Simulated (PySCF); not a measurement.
Species: C3H7F3O2Si.
Atom-mapped SMILES: `[CH3:1][O:2][SiH:3]([O:4][CH3:5])[C:6]([F:7])([F:8])[F:9]` (hydrogens: H10, H11, H12 on C1; H13 on Si3; H14, H15, H16 on C5)

Torsions of this conformer, `[CH3:1][O:2][SiH:3]([O:4][CH3:5])[C:6]([F:7])([F:8])[F:9]`: C1–O2–Si3–O4 169°, O2–Si3–O4–C5 -55°, O2–Si3–C6–F7 57°.

The closed-shell ground state was solved at several levels (PySCF, density fitting, gas phase, non-relativistic). Isolated species at its PBE0-D3(BJ)/def2-SVP geometry (one conformer only).

```
             level  basis functions  HOMO (eV)  LUMO (eV)  gap (eV)  dipole (D)
     PBE0/pcSseg-1              195      -8.47       0.79      9.26        3.46
CAM-B3LYP/pcSseg-1              195      -9.91       1.83     11.74        3.56
```

**Question.** What might wB97X-D/def2-SVPD (255 basis functions) give for the same quantities?

**Answer.** HOMO -10.47 eV, LUMO 1.95 eV, gap 12.42 eV, dipole 3.42 D.

**Question.** Over all these levels, which gives the widest orbital gap and which the narrowest?

**Answer.** wB97X-D/def2-SVPD (range-separated hybrid) has the widest, 12.42 eV, and PBE0/pcSseg-1 (global hybrid, 25 % exact exchange) the narrowest, 9.26 eV. Functional and basis both differ between the two, so the spread mixes both effects.

**Question.** How far do the dipole and the HOMO energy spread over the levels?

**Answer.** The dipole runs from 3.42 to 3.56 D (mean 3.48 D) and the HOMO from -10.47 to -8.47 eV.
